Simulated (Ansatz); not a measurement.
`NCOC=[Se]` and `BOCN` differ in one atom or group.

Ansatz, PBE0-D4/def2-TZVP geometries, multiplicity 1. Each molecule was computed in one conformer, which needn't be the lowest.

Scalar relativity is left out up to krypton.

```
                                          property  `NCOC=[Se]`
size of the dipole moment (ωB97M-V/def2-TZVPP) / D         3.19
                 LUMO energy (PBE/def2-TZVPP) / eV        -2.43
  size of the dipole moment (B3LYP/def2-TZVPP) / D         3.14
              HOMO–LUMO gap (PBE0/def2-TZVPP) / eV         4.62
             HOMO energy (ωB97M-V/def2-TZVPP) / eV        -8.36
             LUMO energy (ωB97M-V/def2-TZVPP) / eV         0.52
```

Task: Give the same properties after the change, and the shifts. (An estimate is asked.)

Result: The calculation gave: 
```json
{"property": "size of the dipole moment (ωB97M-V/def2-TZVPP) / D", "`BOCN`": "0.90", "shift": "-2.29"}
{"property": "LUMO energy (PBE/def2-TZVPP) / eV", "`BOCN`": "-1.33", "shift": "1.10"}
{"property": "size of the dipole moment (B3LYP/def2-TZVPP) / D", "`BOCN`": "0.92", "shift": "-2.22"}
{"property": "HOMO–LUMO gap (PBE0/def2-TZVPP) / eV", "`BOCN`": "7.40", "shift": "2.78"}
{"property": "HOMO energy (ωB97M-V/def2-TZVPP) / eV", "`BOCN`": "-10.16", "shift": "-1.80"}
{"property": "LUMO energy (ωB97M-V/def2-TZVPP) / eV", "`BOCN`": "1.46", "shift": "0.94"}
```

With PBE0 the HOMO falls by 1.54 eV and the LUMO rises by 1.23 eV, so the gap widens by about 2.77 eV. PBE moves the HOMO by -1.25 eV and ωB97M-V by -1.80 eV. Dipoles are sizes alone; their direction can turn.

B3LYP here is the variant with VWN-RPA as its local correlation; programs differ in this.

Spin–orbit coupling is left out; it splits and shifts lone-pair levels of the heavy atoms by tenths of an eV.
